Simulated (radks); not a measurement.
Problem. Numerical settings for the copper ion Cu3+, [Ar] 3d8. Calculated with a radial shooting solver on a logarithmic mesh with Libxc functionals: scalar-relativistic Kohn-Sham, PBE, spin-polarised, spherical densities, finite nucleus; open shells are filled with parallel spins first; Fermi nuclear charge, rms radius 3.8823 fm. The defaults (mesh step 0.008 in ln r, mesh end at 40 bohr or more with all orbitals vanishing there, Anderson mixing 0.5 over 9 steps, residual threshold near 1e-9 with the energy settled to 1e-9 hartree or 1e-11 of itself, here a cap of 83 iterations) give E = -1652.3670 hartree and 3d at -47.643 eV in 17 iterations. Run on one thread of a shared host, so times are rough (Arm Neoverse N1): 0.2 s of CPU time, 0.2 s wall, 17 iterations on 2189 mesh points. One setting is changed at a time: mesh step in ln r 0.02; mesh step in ln r 0.003; mesh step in ln r 0.03; mesh end (bohr) 8; mesh end (bohr) 400; residual threshold 0.001; residual threshold 0.01; mixing 1.5; linear mixing, mixing 0.5; linear mixing, mixing 0.2; mixing history 3; iteration cap 5. Which runs fail to converge, and which converge to a wrong energy?

Solution. Not converged within the cap: linear mixing, mixing 0.5; linear mixing, mixing 0.2; iteration cap 5. No run marked as converged misses the energy by more than 1 mhartree.
